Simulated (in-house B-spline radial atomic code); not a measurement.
Values are calculated unless marked as measured or tabulated.
**Correlation energy from the adiabatic connection: ω²r²/2 − Z/r, ω = 0.467, Z = 0.7**

Two electrons in a singlet, external potential ω²r²/2 − Z/r, ω = 0.467, Z = 0.7 (atomic units). Full CI in B-splines (partial waves to l = 8, correlation up to 0.6 % small) with the density held fixed gives W(λ) = <V_ee>_λ − U, and E_c is the integral of W(λ) − W(0) from 0 to 1.

```
   λ  W(λ) − W(0) (hartree)
   0                0.00000
0.02               -0.00185
0.05               -0.00458
0.12               -0.01071
0.25               -0.02130
 0.4               -0.03238
 0.6               -0.04551
 0.8               -0.05706
   1               -0.06728
```

(1) Integrate the table by the trapezoid rule.

(2) Now use only three numbers: W(0) = -0.62219, the initial slope W'(0) = -0.09325 (extrapolated from the first points) and the strong-coupling limit of the point-charge-plus-continuum model, W∞ = -0.86087. What do second-order theory and the interpolation W(λ) = W∞ + (W(0) − W∞)/√(1 + 2χλ) of Seidl, Perdew and Levy give?

## Answers

(1) The strips give -0.00002, -0.00010, -0.00054, -0.00208, -0.00403, -0.00779, -0.01026, -0.01243, which sum to -0.03724 hartree. The direct value, W(1) − W(0) + T_c with T_c = 0.02995, is -0.03733; the curve is convex, so chords lie above it and the trapezoids fall short in size by 0.26 %.

(2) Second order keeps the slope alone: E_c = W'(0)/2 = -0.04662, +25 % in size against -0.03733. Matching the slope fixes χ = W'(0)/(W∞ − W(0)) = -0.09325/(-0.23868) = 0.39069. Integrating, with s = √(1 + 2χ) = 1.334684, E_c = −(W(0) − W∞)(s − 1)/(s + 1) = −0.23868 × 0.334684/2.334684 = -0.03422 hartree, -8.4 % in size against the full result. At λ = 1 the formula gives W − W(0) = -0.05985 against -0.06728. Part of the miss can come from the model's W∞.
